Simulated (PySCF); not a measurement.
How methods differ on the ionisation energy of Pb⁴³⁺

Pb⁴³⁺ [Kr] 4d3 (4F) → Pb⁴⁴⁺ [Kr] 4d2 (3F), as a difference of total energies. All numbers are calculated (PySCF 2.14, no relativity, point nucleus, in an uncontracted even-tempered set (17 s from 4.7 bohr⁻², ratio 2.5; 12 p from 6.1 bohr⁻², ratio 2.5; 9 d from 6.1 bohr⁻², ratio 2.5; 4 f from 27 bohr⁻², ratio 2.7; 3 g from 40 bohr⁻², ratio 2.7)). Correlated levels: outer shells: [Ar] 3d10 frozen; virtual orbitals above 40 to 60 times the deepest correlated orbital energy dropped. The calculations carry no spin-orbit coupling.

| method | ionisation energy (eV) |
| --- | --- |
| UHF | 2145.0 |
| LDA | 2146.6 |
| PBE | 2146.6 |
| PBE0 | 2146.7 |
| r2SCAN | 2147.1 |
| BP86 | 2146.8 |
| B2PLYP | 2145.9 |
| MP2 (outer shells) | 2144.7 |
| SCS-MP2 (outer shells) | 2144.6 |

Spin-orbit coupling is strong in these open shells (close to jj coupling). The scalar numbers leave it out and a first-order estimate fails, so it can dominate the gap to the real levels.

The gap to the reference is mostly relativistic.

For comparison: 2163 ± 4 eV (theoretical estimate listed by NIST; NIST Atomic Spectra Database, ionization energies).
